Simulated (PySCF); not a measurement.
1,1-bromofluoroethene, C₂H₂BrF.
SMILES: `C=C(F)Br`

The calculation used PBE0-D3(BJ)/def2-SVP geometry optimisation, gas phase (PySCF).

Masses are those of the commonest isotopes; rigid-rotor values at the optimised geometry. 

Q: What are A, B and C (GHz)?

A: Ia = 47.16, Ib = 162.45, Ic = 209.61 u·Å²; 505379 MHz·u·Å²/I gives 10717, 3111 and 2411 MHz, that is A = 10.717, B = 3.1110, C = 2.4111 GHz.

Q: What kind of rotor is it?

A: An asymmetric top: κ = (2 × 3111 − 10717 − 2411)/(10717 − 2411) = -0.83.

Q: Is it planar, by Δ = Ic − Ia − Ib?

A: Planar: Δ = Ic − Ia − Ib = 0.00 u·Å². For a rigid frame Δ = −2 Σ m c², so it vanishes when all atoms lie in the ab plane; here none is more than 0.01 Å from it.

Q: List the rotational levels J(Ka,Kc) to J = 2 (K).

A: Above 0(0,0), as E/k:
J = 1: 1(0,1) 0.265, 1(1,1) 0.630, 1(1,0) 0.664
J = 2: 2(0,2) 0.793, 2(1,2) 1.127, 2(1,1) 1.227, 2(2,1) 2.322, 2(2,0) 2.325

Q: Which types of transition are allowed, and where do some lines up to J = 5 fall?

A: The dipole components are |μa| = 0.37 D, |μb| = 1.11 D, |μc| = 0.00 D; the mirror of this Cs structure is the ab plane, so μc vanishes by symmetry and there are no c-type lines. Intensities carry the squares of the components, which stand as 0.11 : 1.00 (a : b). Some lines, for components of 0.1 D or more:

```
type  branch         J(Ka,Kc)    MHz  lower level (cm⁻¹)
   a       Q  1(1,0) ← 1(1,1)    700               0.438
   a       Q  3(1,2) ← 3(1,3)   4197               1.300
   b       R  5(1,4) ← 4(2,3)   8676               2.902
   b       Q  2(1,1) ← 2(0,2)   9052               0.551
   b       Q  3(1,2) ← 3(0,3)  10255               1.098
   a       R  2(1,1) ← 1(1,0)  11744               0.461
   b       Q  4(1,3) ← 4(0,4)  12006               1.819
   b       R  4(0,4) ← 3(1,3)  15581               1.300
   a       R  3(1,2) ← 2(1,1)  17586               0.853
   b       R  2(1,2) ← 1(0,1)  17951               0.184
   a       R  4(1,4) ← 3(1,3)  20602               1.300
   b       R  5(0,5) ← 4(1,4)  21722               1.987
   b       Q  2(2,0) ← 2(1,1)  22865               0.853
   b       Q  2(2,1) ← 2(1,2)  24919               0.783
   a       R  5(4,2) ← 4(4,1)  27713               6.089
   a       R  5(3,2) ← 4(3,1)  27789               4.235
   b       Q  3(3,1) ← 3(2,2)  39810               2.167
   b       Q  4(3,2) ← 4(2,3)  39932               2.902
   b       R  4(2,3) ← 3(1,2)  43852               1.440
   b       R  5(2,4) ← 4(1,3)  47970               2.220
   b       R  5(3,3) ← 4(2,2)  67003               2.925
   b       R  4(4,1) ← 3(3,0)  77789               3.495
```

Q: Estimate the classical rotational partition function at 50 K, 100 K and 500 K.

A: Point group Cs, symmetry number σ = 1; q = (√π/σ)·√((kT/h)³/(ABC)), k/h = 20836.6 MHz/K: 6650 at 50 K, 18800 at 100 K, 210000 at 500 K.

Not checked by PBE0-D3(BJ)/def2-SVP frequencies. No vibrational averaging or centrifugal distortion is included, and the geometry carries the error of its method. Quadrupole hyperfine structure (79Br) is left out.
